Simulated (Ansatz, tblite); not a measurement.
Spin states of the cluster Al₄H (the lowest doublet isomer of a short search), each relaxed with PBE0-D4/def2-SVP in Ansatz. Electronic energies in the gas phase.

The xTB rows come from tblite. LC-ωPBE has ω = 0.4 bohr⁻¹. Correlated methods freeze 20 core orbitals. HOMO above LUMO, or a gap near zero within one spin, warns that the state may not be the lowest or that an electron is smeared out. In the doublet geometry the species has come apart into loosely held pieces. The structure comes from a short search, and lower isomers may exist.

Doublet geometry (C2v within 0.1 Å):

```xyz
5

Al    0.253    1.344    1.409
Al   -0.199   -1.274   -1.480
Al    1.645   -0.500    0.196
Al   -1.315    0.928   -0.635
H    -0.383   -0.497    0.511
```

Quartet geometry (C2v within 0.1 Å):

```csv
atom,x (Å),y (Å),z (Å)
Al1,-0.1162,-1.1042,1.8942
Al2,0.3535,1.3241,-1.7153
Al3,-1.3831,0.4313,0.1102
Al4,0.6417,-1.1188,-0.6692
H5,0.5042,0.4675,0.3801
```

⟨S²⟩: doublet 0.77 at PBE0-D4/def2-TZVP (pure 0.75), quartet 3.78 at PBE0-D4/def2-TZVP (pure 3.75).

Run but left out: HF/STO-3G, HF/def2-TZVP, HF/def2-TZVPP, MP2/def2-TZVP, MP2/def2-TZVPP, CCSD/def2-TZVPP, CCSD(T)/def2-TZVPP (doublet: ⟨S²⟩ 1.35 to 1.60, where a pure state has 0.75).

Only these spin states were relaxed. The quartet has other bonds than the doublet, so the gap mixes isomer and spin.

```json
{"level": "GFN1-xTB", "quartet − doublet (kcal/mol)": "31.0", "lowest of these": "doublet", "remarks": "–"}
{"level": "GFN2-xTB", "quartet − doublet (kcal/mol)": "8.1", "lowest of these": "doublet", "remarks": "–"}
{"level": "LDA (SPW92)/def2-TZVP", "quartet − doublet (kcal/mol)": "7.8", "lowest of these": "doublet", "remarks": "gap within one spin near zero (doublet)"}
{"level": "PBE-D4/def2-TZVP", "quartet − doublet (kcal/mol)": "6.8", "lowest of these": "doublet", "remarks": "–"}
{"level": "BLYP-D4/def2-TZVP", "quartet − doublet (kcal/mol)": "10.3", "lowest of these": "doublet", "remarks": "–"}
{"level": "r2SCAN-D4/def2-TZVP", "quartet − doublet (kcal/mol)": "4.0", "lowest of these": "doublet", "remarks": "–"}
{"level": "B97M-V/def2-TZVP", "quartet − doublet (kcal/mol)": "6.8", "lowest of these": "doublet", "remarks": "–"}
{"level": "PBE0-D4/def2-TZVP", "quartet − doublet (kcal/mol)": "4.2", "lowest of these": "doublet", "remarks": "–"}
{"level": "BHLYP-D4/def2-TZVP", "quartet − doublet (kcal/mol)": "5.0", "lowest of these": "doublet", "remarks": "–"}
{"level": "LC-ωPBE/def2-TZVP", "quartet − doublet (kcal/mol)": "-1.9", "lowest of these": "quartet", "remarks": "spin-contaminated (⟨S²⟩ 1.00) (doublet)"}
{"level": "RPA@PBE/def2-TZVP", "quartet − doublet (kcal/mol)": "6.7", "lowest of these": "doublet", "remarks": "–"}
```

Change of the quartet − doublet gap on mixing in exact exchange, in kcal/mol: PBE to PBE0 (25 % exact exchange) -2.6; BLYP to BHLYP (50 % exact exchange) -5.3.

The xTB methods have no spin-polarisation term.
